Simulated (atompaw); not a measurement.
**Which setting gave this result? (Zn, PAW (atompaw))**

Base potential:

Zn (Z = 30), PAW, made with atompaw 4.2.0.5 (PBE, scalar-relativistic). Core [Ar], reference 3d10 4s2 4p0. Waves: 4s (bound): rc 3.00 bohr; 4s channel at -0.15 Ry: rc 3.00 bohr; 4p (bound, empty): rc 3.00 bohr; 4p channel at 1.45 Ry: rc 3.00 bohr; 3d (bound): rc 1.25 bohr; 3d channel at -0.25 Ry: rc 1.25 bohr; 4f channel at 0.15 Ry: rc 3.00 bohr. Local part: bessel scheme, radius 2.75 bohr. Core correction: smooth core density matched at 2.50 bohr. Augmentation charge: sinc compensation charge, radius 2.80 bohr; PAW radius 3.00 bohr; waves and projectors: custom rrkj gramschmidtortho.

Cutoffs, loose and tight: the cutoffs (Ry, on a coarse ladder) from which the occupation-weighted sum of valence levels, in a spherical-Bessel basis at the reference potential, stays within 10 and 1 mRy of its value at 400 Ry. They see the waves, projectors and local potential, not the compensation charge or the core.

Only the scale of all radii (base = 1) is moved:

| scale of all radii (base = 1) | cutoff, loose | cutoff, tight | bound ghosts |
| --- | --- | --- | --- |
| 0.75 | 180 Ry | 300 Ry | none |
| 0.87 | 120 Ry | 200 Ry | none |
| 1.07 | 70 Ry | 140 Ry | none |
| 1.15 | 55 Ry | 90 Ry | none |
| 1.29 | 40 Ry | 70 Ry | none |

Q: One more run gave cutoff, loose: 100 Ry; cutoff, tight: 180 Ry; bound ghosts: none. Which value of the scale of all radii (base = 1) was used?

A: 0.96. The loose cutoff moves one way along this sweep, from 180 Ry at 0.75 to 40 Ry at 1.29, which places the run between 0.87 and 1.07.
